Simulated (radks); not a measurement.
Spherical quantum dot in the effective-mass picture: electrons in a hard-walled sphere of radius 3.6, all in effective atomic units (hartree* = m*/eps^2 hartree, bohr* = eps/m* bohr), one dielectric constant everywhere. Method: non-relativistic Kohn-Sham, PBE, spin-polarised, spherical densities; computed with a radial shooting solver with Libxc functionals. Levels are named by radial order and angular momentum (1s, 1p, 1d, 2s, ...), and open shells are averaged over m.

N = 17, configuration 1s2 1p6 1d(up 5, down 4). This is the lowest configuration that the search found. Occupied and some empty levels:

level    occupation  eigenvalue (hartree*)  <r> (bohr*)
1s up             1                 6.4269        2.350
1s down           1                 6.4410        2.347
1p up             3                 6.6451        2.464
1p down           3                 6.6601        2.463
1d up             5                 7.0114        2.558
1d down           4                 7.0270        2.557
1f up             0                 7.5052        2.634
1f down           0                 7.5212        2.634
2s up             0                 7.7610        1.641
2s down           0                 7.7677        1.641
2p up             0                 8.4315        1.896
2p down           0                 8.4405        1.895

Energy (hartree*): total 65.0966, kinetic 19.372, external 0, Hartree 53.040, exchange-correlation -7.3162.
